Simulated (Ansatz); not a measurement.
Reaction (ligand exchange at a Zn–Cl bond): `C[N](C)[Zn][Cl]` + `O[SiH3]` → `C[N](C)[Zn][O][SiH3]` + HCl

Calculated with Ansatz (gas phase, PBE0-D4/def2-TZVP geometries, no zero-point term in ΔE). CCSD(T)/CBS adds triple-zeta CCSD(T) − MP2 to the extrapolated MP2 energy (def2 sets, frozen cores). This one scheme is used for every species. DFT in def2-TZVPP. For Zn outer-core shells are correlated without core-valence functions, which leaves a few kJ/mol of doubt a bond. Scalar relativity is left out up to krypton. Each species was taken in one conformer, which may not be the lowest.

`C[N](C)[Zn][Cl]`:

```xyz
11

C    -0.586   -0.877   -0.833
N    -0.111    0.123    0.085
C     1.317    0.086    0.257
Zn   -1.188    1.287    0.936
Cl   -2.439    2.642    1.923
H    -0.336   -1.895   -0.494
H    -0.144   -0.754   -1.835
H    -1.672   -0.832   -0.950
H     1.656   -0.887    0.647
H     1.657    0.853    0.957
H     1.846    0.254   -0.694
```

`O[SiH3]`:

Cartesian coordinates in Å:
```
O 0.769 0.979 -0.304
Si -0.348 -0.169 0.082
H 1.684 0.708 -0.375
H -0.387 -1.260 -0.931
H -1.653 0.529 0.120
H -0.065 -0.786 1.407
```

`C[N](C)[Zn][O][SiH3]`:

Cartesian coordinates in Å:
```
C -1.012 -0.037 -2.162
N -0.218 -0.612 -1.109
C -0.243 -2.050 -1.120
Zn 0.486 0.351 0.234
O 1.277 1.310 1.482
Si 1.082 1.870 2.990
H -0.966 1.054 -2.149
H -0.658 -0.366 -3.152
H -2.074 -0.324 -2.090
H -1.261 -2.452 -0.988
H 0.138 -2.448 -2.073
H 0.378 -2.469 -0.324
H -0.360 2.042 3.341
H 1.751 3.192 3.129
H 1.678 0.939 3.991
```

HCl:

Cartesian coordinates in Å:
```
Cl -0.419 -0.435 0.210
H 0.419 0.435 -0.210
```

CCSD(T)/CBS gives +17.3 kcal/mol.

Task: Another level gave +17.0 kcal/mol. Which?
A. BLYP-D4/def2-TZVPP
B. r2SCANh-D4/def2-TZVPP
C. HF/def2-TZVPP
D. B2PLYP/def2-TZVPP

Result: D. B2PLYP 17.0, r2SCANh-D4 18.1, BLYP-D4 15.9, HF/def2-TZVPP 20.9 kcal/mol.

Task: What do rigid-rotor, harmonic-oscillator terms from PBE0-D4/def2-TZVP frequencies (298.15 K, 1 bar) make of the CCSD(T)/CBS value? (Estimate.)

Result: Ansatz gave: ΔZPE = -2.3 kcal/mol, ΔH = +15.8 kcal/mol, ΔS = 12 J/(mol·K), ΔG = +15.0 kcal/mol. Modes under 50 cm⁻¹ make the entropy rough.

Largest T1 diagnostic among the species: 0.015.

Leaving LDA and LC-ωPBE aside and taking each functional with its dispersion term where it has one, the values, not all of them listed here, spread over 2.9 kcal/mol, from BLYP-D4 to r2SCAN0-D4. LDA lies −0.9 kcal/mol from PBE without D4. In def2-TZVPP, CCSD(T) changes the Hartree–Fock value by −5.1 kcal/mol (the triples alone add −0.5 kcal/mol) and MP2 by −5.1 kcal/mol.
